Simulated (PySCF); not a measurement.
Stepwise substitution at one centre (Sn H-Cl). Isolated molecules, 0 K electronic values unless said otherwise. Strings in code marks are SMILES.

These are PySCF with B3LYP-D3(BJ)/def2-TZVP values and carry that method's errors. B3LYP has the VWN-RPA correlation part, as in Gaussian. Delta-SCF ions had no search for a lower state. 

```json
[
 {"species": "0 of 4 H replaced by Cl (`[SnH4]`)", "vertical ionisation energy (Delta-SCF) (eV)": "11.51", "HOMO–LUMO gap (eV)": "9.23"},
 {"species": "1 of 4 H replaced by Cl (`[Cl][SnH3]`)", "vertical ionisation energy (Delta-SCF) (eV)": "10.86", "HOMO–LUMO gap (eV)": "7.12"},
 {"species": "2 of 4 H replaced by Cl (`[Cl][SnH2][Cl]`)", "vertical ionisation energy (Delta-SCF) (eV)": "10.88", "HOMO–LUMO gap (eV)": "6.84"}
]
```
